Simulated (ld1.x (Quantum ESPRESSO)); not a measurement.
## PBE PAW dataset for Dy (Z = 66), scalar-relativistic all-electron reference.

- Element: Dy (Z = 66)
- Generator: ld1.x (Quantum ESPRESSO) 7.5
- Type: PAW
- Functional: PBE
- Relativity: scalar-relativistic
- Frozen core: [Kr] 4d10
- Valence charge: 20
- Reference configuration: 4f10 5s2 5p6 5d0 6s1.5 6p0 (charge +0.5)
- Partial waves: 5s (bound): rcut 1.65, rcutus 1.85 bohr; 6s (bound): rcut 1.65, rcutus 1.85 bohr; 5p (bound): rcut 2.55, rcutus 2.85 bohr; 6p (bound, empty): rcut 2.55, rcutus 2.85 bohr; 5d (bound, empty): rcut 2.60, rcutus 3.25 bohr; 5d channel at 0.8 Ry: rcut 2.60, rcutus 3.25 bohr; 4f (bound): rcut 1.00, rcutus 1.35 bohr; 4f channel at 2.2 Ry: rcut 1.00, rcutus 1.35 bohr
- Local potential: all-electron potential smoothed inside 2.80 bohr (lloc = -1)
- Core correction: Bessel-smoothed model core inside 0.95 bohr
- Augmentation charge: PSQ, inside the norm-conserving radii

All-electron outer shells of the reference configuration (PBE, scalar-relativistic, ld1.x):

```csv
shell,level (eV),outermost node (bohr),outermost maximum (bohr)
4p,-294.65,0.28,0.51
4d,-156.07,0.26,0.53
5s,-52.01,0.63,1.16
5p,-28.44,0.67,1.33
6s,-6.21,1.57,3.35
4f,-6.17,–,0.54
5d,-3.87,0.76,2.06
6p,-3.20,1.91,4.47
```

What the tests gave:

| Item | Value |
| --- | --- |
| Cutoffs needed | 100 Ry and 160 Ry (the cutoffs (Ry, on a coarse ladder) from which the occupation-weighted sum of valence levels, in a spherical-Bessel basis at the reference potential, stays within 10 and 1 mRy of its value at 400 Ry) |
| Ghost test | no extra level below or beside the all-electron valence levels (s, p, d, f tested) (spherical-Bessel basis up to 400 Ry, 20 bohr box) |
| Configuration tests | test run stopped at test 5 of 7 (negative rho) |
| Lowest eigenvalue of the overlap operator | 0.10 (p channel) |
| Density cutoff estimated by the generator | 561 Ry |

Generation and tests took about 2 s on one core of a shared server CPU.
